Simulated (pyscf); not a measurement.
Optimised with ωB97X-D3(BJ)/def2-SVP in PySCF.

Question: For H₃Si–SiH(SiH₃)–SiH₃ + GeH₃• → H₃Si–Si•(SiH₃)–SiH₃ + GeH₄, a hydrogen abstraction (doublet surface; H–Si broken, Ge–H formed), PBE/def2-TZVP gives ΔE‡ = -2.5 kJ/mol and ΔE = -14.1 kJ/mol (zero: the separated reactants). In which direction and how far do r²SCAN/def2-TZVP, PBE0-D3(BJ)/def2-TZVP, ωB97M-D3(BJ)/def2-TZVP move these?

Answer: r²SCAN: ΔE‡ = 5.6 kJ/mol, ΔE = -14.0 kJ/mol; PBE0-D3(BJ): ΔE‡ = 2.4 kJ/mol, ΔE = -12.0 kJ/mol; ωB97M-D3(BJ): ΔE‡ = 24.6 kJ/mol, ΔE = -3.1 kJ/mol. PBE's barrier lies under all of them, by 4.9 to 27.1 kJ/mol. Its reaction energy matches one of them and lies within 11.0 kJ/mol of the others. At PBE this geometry lies under the reactants; that is no barrier but a single point on another level's saddle; such a level's own saddle, if it has one, lies nearer that side and is low. One saddle was located; it need not be the lowest between these sides. The angle at the transferred H is 179°. Elements up to Kr have no core potential and no relativistic terms here.
